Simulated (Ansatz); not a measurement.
Ideal-gas functions of `N[Si](N)(Cl)Cl` at 400 K and 1 bar, from an Ansatz frequency run at PBE0-D4/def2-TZVP.

Molar mass 131.04 g/mol, point group C2 (symmetry number 2), electronic degeneracy 1, moments of inertia 184.789, 259.192, 312.652 u Å². Harmonic wavenumbers (cm⁻¹, unscaled): 158, 187, 244, 263, 276, 286, 404, 405, 426, 490, 561, 832, 840, 895, 965, 1572, 1575, 3610, 3611, 3711, 3712.

Use S(trans) = R[1.5 ln M + 2.5 ln T − 1.1517]; rotational temperatures θ = 24.2544 K / I; S(rot) = R[ln(√π/σ · √(T³/θAθBθC)) + 1.5]; for each mode x = 1.438777 ν̃/T, S = R[x/(eˣ − 1) − ln(1 − e⁻ˣ)] and H = RT x/(eˣ − 1); 1 cm⁻¹ = 0.0119627 kJ/mol; R = 8.31446 J/(mol·K).

**Question.** By hand: the entropy, in J/(mol·K).

**Answer.** Translation 175.8. Rotation: θ = 0.1313, 0.0936, 0.0776 K, giving 115.1. Vibration, mode by mode: 13.12, 11.77, 9.66, 9.08, 8.71, 8.44, 5.90, 5.88, 5.53, 4.60, 3.76, 1.74, 1.70, 1.45, 1.19, 0.19, 0.19, 0.00, 0.00, 0.00, 0.00, in all 92.9. Electronic 0.0. Sum 383.8 J/(mol·K).

**Question.** By hand: H − E and G − E in kJ/mol, counted from the electronic energy.

**Answer.** Zero-point energy ½ × 25023 × 0.0119627 = 149.7; thermal vibration 21.3; translation, rotation and pV give 4 RT = 13.3. H − E = 184.3 kJ/mol, and G − E = 184.3 − 400 × 383.8/1000 = 30.8 kJ/mol.

Vibration gives 24 % of the entropy. The sum counts one conformer and one mirror image; others add a mixing term.
